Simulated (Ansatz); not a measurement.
`[SiH3]C1=[CH][GeH2][NH]1`, charge 0, multiplicity 1.

(1) Give a relaxed structure at PBE0-D4/def2-TZVP (Ansatz 0.2.0). (An estimate is asked.)

Answers

(1) The calculation gave: 
```xyz
12

Si   -1.910    0.639   -0.497
C    -0.214    0.036    0.029
C     0.465    0.366    1.154
Ge    1.950   -0.697    0.527
N     0.518   -0.929   -0.699
H    -1.825    1.214   -1.868
H    -2.881   -0.486   -0.527
H    -2.368    1.682    0.454
H     0.140    0.965    1.989
H     2.404   -1.993    1.223
H     3.164    0.029   -0.081
H     0.555   -0.825   -1.703
```
This is one stationary point; other conformers may exist.
